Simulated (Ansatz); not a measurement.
`[BH2][Ga]1[O]C[N]1C` → B• + 2 C• + Ga• + 7 H• + N• + O•  (atomization)

Computed with Ansatz on PBE0-D4/def2-TZVP structures; ΔE is electronic, products minus reactants. CBS: MP2 limit from def2 TZ/QZ plus the TZ coupled-cluster correction, frozen cores. This one scheme is used for every species, atoms too. DFT in def2-TZVPP. HSE06 is defined as in plane-wave codes. No spin–orbit coupling; open shells (•) take unrestricted orbitals. Spin–orbit coupling would lower the free atoms: a little for B, C, O; clearly for Ga. Bonds to Ga are less sure, by a few kJ/mol each and by 10 to 20 or more in all where they break to atoms, as the def2 sets lack core-valence functions. Scalar relativity is left out up to krypton.

| species | HSE06 energy (Eh) |
| --- | --- |
| `[BH2][Ga]1[O]C[N]1C` | -2159.61390 |
| B• | -24.61633 |
| C• | -37.80300 |
| Ga• | -1924.55173 |
| H• | -0.50075 |
| N• | -54.54099 |
| O• | -75.01518 |

Task: Work out ΔE.

Result: ΔE = 7 × (-0.50075) + 2 × (-37.80300) + (-24.61633) + (-1924.55173) + (-54.54099) + (-75.01518) − (-2159.61390) = 1.77842 Eh = +1116.0 kcal/mol. CCSD(T)/CBS gives +1114.7 kcal/mol.

Largest T1 diagnostic among the species: 0.019.

The D4 term adds +10.6 kcal/mol with B3LYP and +5.6 kcal/mol with PBE0; it sums over pairs of atoms, weighted by their polarisabilities, and B3LYP, whose exchange is more repulsive, gets the larger term. From r2SCAN to r2SCAN0 (25 % exact exchange), in def2-TZVPP and without D4, ΔE moves by −22.4 kcal/mol: exact exchange takes away binding that semilocal exchange gives to molecules. At CCSD(T), def2-SVP lies −59.6 kcal/mol from the extrapolated value and def2-TZVPP −28.2 kcal/mol: correlation converges slowly with the basis, and small sets miss more of it in the bonded molecule than in its fragments.

B3LYP here is the variant with VWN-RPA as its local correlation; programs differ in this.

For atomizations the MP2-based limit and the directly extrapolated one differ by several kJ/mol either way, and by 10 to 25 for some Ge, Se and Sn compounds, so smaller differences from it don't rank the levels.
